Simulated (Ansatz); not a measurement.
System: sum formula BN2H4Cl, net charge 0, singlet state. 
Geometry from a B3LYP-D3(BJ)/def2-TZVP (Ansatz, a program for electronic structure) optimisation:
```xyz
8

B      0.0377    -0.3799     0.2317
Cl    -0.1142     1.1521    -0.7027
N      1.3276    -0.9079     0.4162
N     -1.1419    -0.9641     0.7256
H      1.5145    -1.7558     0.9220
H      2.1444    -0.4576     0.0458
H     -1.1603    -1.8167     1.2571
H     -2.0442    -0.5528     0.5705
```

Basis-set convergence of Hartree-Fock and CCSD(T) correlation energies (hartree) with Ansatz. Cores are frozen in the correlated levels unless marked. Spin-orbit coupling is left out. No relativistic terms.

| basis | functions | E(HF) | E(corr, CCSD(T)) |
|---|---|---|---|
| aug-cc-pV(D+d)Z | 137 | -595.58614 | -0.65103 |
| aug-cc-pV(T+d)Z | 285 | [?] | [?] |

Question: Some entries are withheld; supply them.

Answer: 
- aug-cc-pV(T+d)Z, E(HF): -595.63246
- aug-cc-pV(T+d)Z, E(corr, CCSD(T)): -0.79253
